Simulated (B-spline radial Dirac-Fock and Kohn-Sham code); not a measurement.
# Diagram lines of K

System: neutral potassium in the configuration 1s2 2s2 2p6 3s2 3p6 4p1 (an excited configuration).

The computed values come from a radial finite-basis atomic code: ΔSCF Dirac-Fock with Breit, self-energy and vacuum polarisation, finite nucleus, configuration average. A line energy is the difference of two single-hole energies; the list is a selection of electric-dipole transitions between resolved j subshells. No correlation.

```
 line  energy (keV)  wavelength (Å)
 K-M3        3.5904          3.4532
 K-M2        3.5901          3.4535
 K-L3        3.3137          3.7416
 K-L2        3.3109          3.7447
L1-M3        0.3624          34.211
L1-M2        0.3621          34.236
L2-M1        0.2576          48.121
L3-M1        0.2549          48.647
```
